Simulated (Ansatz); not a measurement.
CuBr2⁻, relaxed as a singlet with RKS PBE-D4/def2-TZVPD in Ansatz, starting from the GFN1-xTB geometry. Force threshold 0.02 eV/Å.

The relaxation made no stability test and no search for a lower SCF solution. No other spin state of charge -1 was run. Another isomer (singlet) lies 3.04 eV lower at PBE0-D4/def2-TZVPD; other spin states weren't run for this one.

Start:

```tsv
atom	x (Å)	y (Å)	z (Å)
Cu1	-0.657	1.867	1.357
Br2	0.702	-1.997	-1.453
Br3	-0.045	0.130	0.096
```

Problem. Estimate the energy that the relaxation releases and the steps that it takes.

Solution. 3.1 kcal/mol, in 5 steps; 7 s on 4 threads of Arm Neoverse V1 on a shared host. No frequencies were taken in this run, so the end may be a saddle point.

Problem. Does the start keep its bonding and symmetry?

Solution. Bonds lost: Br2–Br3 (atoms count from 1). Point group C∞v at the start, C∞v at the end, both within 0.05 Å.

Problem. Predict the relaxed structure.

Solution. 
Cartesian coordinates in Å:
```
Cu -0.6914 1.9658 1.4297
Br 0.7699 -2.1891 -1.5921
Br -0.0784 0.2232 0.1624
```
Bond lengths: 1 × Br–Cu 2.24 Å.
